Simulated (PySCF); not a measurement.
Computed shifts of a molecule C3H11NSi2, PBE0/pcSseg-1 (PySCF), GIAO, gas phase, atoms alike by connectivity averaged where their shifts nearly agree, in ppm (number of nuclei): ¹³C: 153.3 (1), 93.0 (1), 42.0 (1). ¹⁵N: 67.9 (1). ²⁹Si: -48.9 (1), -70.3 (1). ¹H: 6.33 (1), 4.87 (3), 4.46 (1), 4.36 (1), 4.09 (3), 3.12 (2). References: ¹³C against TMS (σ = 186.3 ppm); ¹⁵N against NH3 (σ = 267.4 ppm); ²⁹Si against TMS (σ = 352.7 ppm); ¹H against TMS (σ = 31.56 ppm), references at their B3LYP-D3(BJ)/def2-TZVP geometries, non-relativistic. The structure is a stationary point at B3LYP-D3(BJ)/def2-SVP. One conformer was computed; it need not be the lowest.

**Question.** Which structure fits?
(A) C[Si@H]1CN[C@@H]1[SiH3]
(B) N[Si@H]1C[C@@H]([SiH3])C1
(C) [SiH3][SiH2]N1CCC1
(D) C=CN([SiH3])C[SiH3]

**Answer.** D, C=CN([SiH3])C[SiH3]
